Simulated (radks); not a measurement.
Problem. The mean radii <r> (bohr) of the occupied orbitals of an atom or ion are listed with their occupations. All-electron calculation, non-relativistic Kohn-Sham, exchange-only PBE, spin-polarised, spherical densities, point nucleus. Program: a radial shooting solver on a logarithmic mesh with Libxc functionals.

orbital  occ.     <r>
1s          2  0.1116
2s          2  0.5668
2p          6  0.5323

Name the element and its charge. Open shells, if any, are filled with parallel spins first.

Solution. Z = 14, silicon, charge +4: Si4+ in [Ne]. The 1s radius gives Z: for a bare nucleus <r> = 1.5/Z, 0.1071 bohr for Z = 14, and screening makes it slightly larger (0.1116 here). The occupations add up to 10, and the charge is Z minus that.
